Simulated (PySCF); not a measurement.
## [BrSe2]-: from structure and modes to constants

These are results of PySCF, PBE0, basis Br def2-SVPD, Se def2-SVPD (no relativity, density fitting), not measurements.

The singlet minimum has C2v symmetry. Masses (u): Br 78.91834, Se 79.91652.

```xyz
3
charge -1 multiplicity 1, angstrom
Br    0.0000    0.0000   -0.8094
Se    2.0398    0.0000    0.3997
Se   -2.0398    0.0000    0.3997
```

Harmonic wavenumbers (cm⁻¹): 87.7 (a1, ×1), 238.7 (a1, ×1), 257.5 (b2, ×1).

(1) Find the principal moments of inertia and the rotational constants. What kind of rotor is it?

(2) Find the vibrational entropy and heat capacity at 298.15 K.

Results:

(1) About the centre of mass I = 77.236, 665.05, 742.29 u Å². With B = 16.8576/I this gives 0.2183, 0.02535, 0.02271 cm⁻¹. The molecule is an asymmetric top with κ = -0.97.

(2) With u = 1.43878 ω/T, each mode gives S = R[u/(eᵘ−1) − ln(1−e⁻ᵘ)] and C = R u² eᵘ/(eᵘ−1)².
```json
{"ω (cm⁻¹)": "87.7", "u": "0.423", "S (J/(mol K))": "15.52", "C (J/(mol K))": "8.19"}
{"ω (cm⁻¹)": "238.7", "u": "1.152", "S (J/(mol K))": "7.58", "C (J/(mol K))": "7.45"}
{"ω (cm⁻¹)": "257.5", "u": "1.243", "S (J/(mol K))": "7.02", "C (J/(mol K))": "7.32"}
```
The sums over all modes are S = 30.1 and C = 23.0 J/(mol K); the softest mode gives 52 % of the entropy.

Only a few start shapes were tried, so a lower isomer may exist. The lowest empty level of this anion is unbound, so it and the gap depend on the basis.
